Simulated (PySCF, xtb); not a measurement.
CH₃F₃OSi, SMILES F[Si](O)(F)CF.

GFN2-xTB (xtb) at its own geometry gives an orbital gap of 7.71 eV and a dipole moment of 1.60 D.

Coordinates come from a ωB97X-D3(BJ)/def2-SVP optimisation. This is a generated structure with no PubChem entry under its InChIKey; it may be hypothetical. One conformer was computed; it need not be the lowest.

Problem. What does M06-2X/def2-TZVP in PySCF give? (The exact figures need the calculation; the answer reports its results.)

Solution. gap 12.00 eV (levels -11.06 and 0.94 eV), dipole 2.22 D.
